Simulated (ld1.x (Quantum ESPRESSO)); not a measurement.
**Ge, PAW: configuration errors across variants**

```json
{
  "Element": "germanium (Ge)",
  "Generator": "ld1.x (Quantum ESPRESSO) 7.5",
  "Type": "PAW",
  "Functional": "PBEsol",
  "Relativity": "scalar-relativistic",
  "Frozen core": "[Ar]",
  "Valence charge": "14",
  "Reference configuration": "3d10 4s2 4p2",
  "Partial waves": "4s (bound): rcut 1.45, rcutus 1.70 bohr; 4s channel at 0.05 Ry: rcut 1.45, rcutus 1.70 bohr; 4p (bound): rcut 1.70, rcutus 1.90 bohr; 4p channel at 1.95 Ry: rcut 1.70, rcutus 1.90 bohr; 3d (bound): rcut 1.35, rcutus 1.45 bohr; 3d channel at 0.7 Ry: rcut 1.35, rcutus 1.45 bohr",
  "Local potential": "all-electron potential smoothed inside 1.15 bohr (lloc = -1)",
  "Core correction": "Bessel-smoothed model core inside 1.25 bohr",
  "Augmentation charge": "PSQ, inside the norm-conserving radii"
}
```

All-electron excitation energies from the reference (eV): (1) 3d10 4s2 4p1 7.453; (2) 3d10 4s2 4p0 22.902; (3) 3d10 4s1 4p0 57.690; (4) 3d10 4s2 4p1.5 2.805; (5) 3d10 4s1 4p3 7.981; (6) 3d10 4s2 4p2.3 -0.883.

The overlap operator is not positive definite (basis up to 400 Ry) in “waves 4p (bound): rcut 1.70, rcutus 2.62 bohr; 4p channel at 1.95 Ry: rcut 1.70, rcutus 2.62 bohr”, “local potential all-electron potential smoothed inside 0.76 bohr (lloc = -1)”. Such files are unfit for use, however small their errors in these radial tests.

Tests that are not counted but printed errors over 1 eV. “base”: 3d10 4s0 4p0 (solver errors, printed error -1713 eV). “waves 4p (bound): rcut 1.70, rcutus 2.62 bohr; 4p channel at 1.95 Ry: rcut 1.70, rcutus 2.62 bohr”: 3d10 4s0 4p0 (solver errors, printed error -1713 eV). “waves 4s (bound): rcut 1.45, rcutus 1.66 bohr; 4s channel at 0.05 Ry: rcut 1.45, rcutus 1.66 bohr”: 3d10 4s0 4p0 (solver errors, printed error -1713 eV). “local potential all-electron potential smoothed inside 1.50 bohr (lloc = -1)”: 3d10 4s0 4p0 (solver errors, printed error -1713 eV).

1 further variants failed, have other tests or another functional or relativity, and are left out.

A true bound ghost makes a file unfit for plane-wave use even where its test errors are small: the radial tests pick states by their node count and pass the ghost by. Where a test does run into it, the solver fails or the error is huge.

Errors AE − PS in meV (a dash: test not solved or not reliable):

| change | (1) | (2) | (3) | (4) | (5) | (6) | bound ghosts |
| --- | --- | --- | --- | --- | --- | --- | --- |
| base | -1.0 | -3.8 | -12 | -0.4 | -1.0 | +0.1 | s |
| waves 4p (bound): rcut 1.70, rcutus 2.62 bohr; 4p channel at 1.95 Ry: rcut 1.70, rcutus 2.62 bohr | -2.6 | -3.6 | -12 | -1.1 | -2.5 | -0.1 | s (p not tested, overlap not positive) |
| waves 4s (bound): rcut 1.45, rcutus 1.66 bohr; 4s channel at 0.05 Ry: rcut 1.45, rcutus 1.66 bohr | -1.0 | -3.6 | -12 | -0.4 | -1.1 | +0.1 | s |
| local potential all-electron potential smoothed inside 0.76 bohr (lloc = -1) | -1.4 | -3.3 | -10 | -0.6 | -1.5 | 0.0 | s, p (d not tested, overlap not positive) |
| local potential all-electron potential smoothed inside 1.50 bohr (lloc = -1) | -1.0 | -3.5 | -12 | -0.4 | -1.1 | +0.1 | none |

Task: Give the same row for: waves 3d (bound): rcut 1.22, rcutus 1.30 bohr; 3d channel at 0.7 Ry: rcut 1.22, rcutus 1.30 bohr.

Result: -1.0, -3.8, -13, -0.4, -1.0, +0.1; bound ghosts: s. Not counted: 3d10 4s0 4p0 (solver errors, printed error -1713 eV).
